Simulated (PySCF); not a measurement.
Species: C₄H₁₀N₂OSi.
SMILES: `C=CC(=O)N[Si@@H](C)N`

Torsions of this conformer, `[CH2:1]=[CH:2][C:3](=[O:4])[NH:5][Si@@H:6]([CH3:7])[NH2:8]`: C1–C2–C3–O4 -1°, C2–C3–N5–Si6 180°, C3–N5–Si6–C7 -178°, H–N8–Si6–N5 -172°, H–N8–Si6–N5 54°.

The closed-shell ground state was solved at several levels (PySCF, density fitting, gas phase, non-relativistic). Isolated species at its GFN2-xTB geometry (one conformer only).

```tsv
level	basis functions	HOMO (eV)	LUMO (eV)	gap (eV)	dipole (D)
PBE0/pcSseg-1	193	-7.24	-1.15	6.09	2.38
B3LYP/def2-SVPD	247	-7.09	-1.47	5.62	2.49
```

(1) Estimate the row for PBE0/def2-SVPD, a basis of 247 functions; the other rows only guide the guess.

(2) How far do the dipole and the HOMO energy spread over the levels?

Answers

(1) HOMO -7.33 eV, LUMO -1.25 eV, gap 6.08 eV, dipole 2.51 D.

(2) The dipole runs from 2.38 to 2.51 D (mean 2.46 D) and the HOMO from -7.33 to -7.09 eV.
